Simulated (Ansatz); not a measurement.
`N=[C](O)[Al]([NH2])[NH2]` + H₂ → `[NH2][AlH][NH2]` + `N=CO`  (hydrogenolysis of the Al–C bond)

Isolated molecules relaxed with PBE0-D4/def2-TZVP in Ansatz; ΔE leaves out vibrations. CCSD(T)/CBS is the MP2 limit (def2-TZVPP, def2-QZVPP) plus CCSD(T) − MP2 in def2-TZVPP, frozen cores. This one scheme is used for every species. DFT in def2-TZVPP. One conformer a species, not always the lowest.

`N=[C](O)[Al]([NH2])[NH2]`:

Z-matrix (Å, degrees):
```
C
O 1 1.360
Al 1 1.981 2 117.8
N 1 1.268 2 125.5 3 -180.0
H 2 0.969 1 109.5 3 180.0
N 3 1.759 1 116.3 2 179.5
N 3 1.764 1 119.2 2 -0.6
H 4 1.027 1 113.6 2 0.0
H 6 1.007 3 120.8 1 0.2
H 6 1.005 3 128.1 1 -180.0
H 7 1.006 3 127.0 1 -179.9
H 7 1.007 3 122.7 1 0.1
```

H₂:

```xyz
2

H     0.207    0.084   -0.299
H    -0.207   -0.084    0.299
```

`[NH2][AlH][NH2]`:

Cartesian coordinates in Å:
```
N 0.325 0.639 1.386
Al 0.097 -0.578 0.123
N -0.416 -0.097 -1.501
H 0.190 1.632 1.292
H 0.615 0.418 2.324
H 0.353 -2.103 0.446
H -0.606 0.840 -1.816
H -0.559 -0.750 -2.254
```

`N=CO`:

Z-matrix (Å, degrees):
```
C
O 1 1.336
N 1 1.258 2 122.1
H 1 1.092 2 110.5 3 -180.0
H 2 0.968 1 106.6 3 -0.0
H 3 1.014 1 111.3 2 180.0
```

CCSD(T)/CBS gives -28.7 kJ/mol.

**Question.** Another level gave -36.8 kJ/mol. Which?
A. PBE-QIDH/def2-TZVPP
B. ωB97M-V/def2-TZVPP
C. BLYP-D4/def2-TZVPP
D. B97M-V/def2-TZVPP

**Answer.** A. PBE-QIDH -36.8, BLYP-D4 -20.5, ωB97M-V -31.0, B97M-V -43.6 kJ/mol.

**Question.** What do rigid-rotor, harmonic-oscillator terms from PBE0-D4/def2-TZVP frequencies (298.15 K, 1 bar) make of the CCSD(T)/CBS value? (Estimate.)

**Answer.** Computed: ΔZPE = +18.9 kJ/mol, ΔH = -16.2 kJ/mol, ΔS = 26 J/(mol·K), ΔG = -24.0 kJ/mol. Modes under 50 cm⁻¹ make the entropy rough.

Largest T1 diagnostic among the species: 0.014.

From BLYP to BHLYP (50 % exact exchange), in def2-TZVPP and without D4, ΔE moves by −12.2 kJ/mol. The D4 term adds +10.9 kJ/mol with B3LYP and +6.3 kJ/mol with PBE0; it sums over pairs of atoms, weighted by their polarisabilities, and B3LYP, whose exchange is more repulsive, gets the larger term. In def2-TZVPP, CCSD(T) changes the Hartree–Fock value by +30.0 kJ/mol (the triples alone add +6.2 kJ/mol) and MP2 by +33.2 kJ/mol.

B3LYP here is the variant with VWN-RPA as its local correlation; programs differ in this.
